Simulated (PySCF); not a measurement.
Compound: C8H7OP.
SMILES with atom numbers: `[O:1]=[P@@H:2]1[CH:3]=[CH:4][c:5]2[cH:6][cH:7][cH:8][cH:9][c:10]21` (hydrogens: H11 on P2; H12 on C3; H13 on C4; H14 on C6; H15 on C7; H16 on C8; H17 on C9)

Computed with PySCF at PBE0/pcSseg-1, non-relativistic, on one gas-phase PBE0-D3(BJ)/def2-SVP geometry that isn't relaxed in the solvent. The solvent is an IEF-PCM continuum (cavity from Bondi-type radii × 1.2). The model holds no explicit solvent molecules, cavitation or dispersion.

```json
{"medium": "gas phase", "total energy (Eh)": "-725.001453", "HOMO (eV)": "-7.177", "LUMO (eV)": "-2.060", "dipole (D)": "4.673"}
{"medium": "tetrahydrofuran (ε = 7.426)", "total energy (Eh)": "-725.015261", "HOMO (eV)": "-7.044", "LUMO (eV)": "-1.931", "dipole (D)": "5.844"}
```

Question: What is E(solvent) − E(gas) in tetrahydrofuran, in kcal/mol?

Answer: -725.015261 − (-725.001453) = -0.013808 Eh = -8.66 kcal/mol.

Question: Scale it by Onsager's factor (ε − 1)/(2ε + 1) to dimethylsulfoxide (ε = 46.83), and compare with the calculation.

Answer: The factor goes from 0.405 to 0.484, a ratio of 1.194, which gives -10.35 kcal/mol. The calculation gives -10.54 kcal/mol (total energy -725.018243 Eh), so the scaled value is 1.8 % too small in size.

Question: Scale the changes of the other columns the same way. What are the values in dimethylsulfoxide?

Answer: 
| quantity | scaled | computed | difference |
| --- | --- | --- | --- |
| HOMO (eV) | -7.018 | -7.033 | +0.015 |
| LUMO (eV) | -1.906 | -1.922 | +0.016 |
| dipole (D) | 6.072 | 6.106 | -0.034 |

Question: How does each lowering split into the polarisation term (half the interaction with the induced surface charges) and the distortion of the solute's density?

Answer: tetrahydrofuran: -9.99 + 1.33 kcal/mol, the distortion taking back 13 % of the polarisation term; dimethylsulfoxide: -12.52 + 1.98 kcal/mol, the distortion taking back 16 % of the polarisation term.
